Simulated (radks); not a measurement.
The numbers below are computed, except where a source is named.
Numerical settings for the copper ion Cu18+, [Ne] 3s1. Level of theory: non-relativistic Kohn-Sham, r2SCAN, spin-unpolarised, spherical densities, point nucleus; meta-GGA in the generalised Kohn-Sham scheme (a radial shooting solver on a logarithmic mesh with Libxc functionals). The defaults (mesh step 0.008 in ln r, mesh end at 40 bohr or more with all orbitals vanishing there, Anderson mixing 0.5 over 9 steps, residual threshold near 1e-9 with the energy settled to 1e-9 hartree or 1e-11 of itself, here a cap of 61 iterations) give E = -1467.992 hartree and 3s at -644.58 eV in 9 iterations. Run on one thread of a shared host, so times are rough (Arm Neoverse V1): 0.04 s of CPU time, 0.04 s wall, 9 iterations on 2476 mesh points. Changes against that run (0 stands for a change within the tolerance of the run):

mesh step in ln r 0.02: iterations 9; converged yes; E (mhartree) +0.00181; e(3s) (meV) +0.0151; CPU (s) 0.02
mesh step in ln r 0.12: iterations 4; converged no; E (mhartree) diverged; CPU (s) 0.01
mesh step in ln r 0.08: iterations 4; converged no; E (mhartree) diverged; CPU (s) 0.01
mesh end (bohr) 1: iterations 9; converged yes; E (mhartree) +1.08e+03; e(3s) (meV) +3.11e+04; CPU (s) 0.04
mesh end (bohr) 3: iterations 9; converged yes; E (mhartree) 0; e(3s) (meV) 0; CPU (s) 0.04
residual threshold 0.1: iterations 8; converged yes; E (mhartree) 0; e(3s) (meV) +0.579; CPU (s) 0.04
residual threshold 1e-05: iterations 9; converged yes; E (mhartree) 0; e(3s) (meV) 0; CPU (s) 0.04
mixing 0.2: iterations 13; converged yes; E (mhartree) 0; e(3s) (meV) +0.0292; CPU (s) 0.06
linear mixing, mixing 0.2: iterations 61; converged no; E (mhartree) 0; e(3s) (meV) -0.128; CPU (s) 0.19
linear mixing, mixing 0.5: iterations 23; converged yes; E (mhartree) 0; e(3s) (meV) -0.0129; CPU (s) 0.08
mixing history 3: iterations 13; converged yes; E (mhartree) 0; e(3s) (meV) +0.0277; CPU (s) 0.05
iteration cap 5: iterations 5; converged no; E (mhartree) +0.00147; e(3s) (meV) +35.1; CPU (s) 0.02

Settings that end as converged yet miss the energy by more than 1 mhartree: mesh end (bohr) 1 (+1.08 hartree). A mesh that ends early acts as a hard wall.
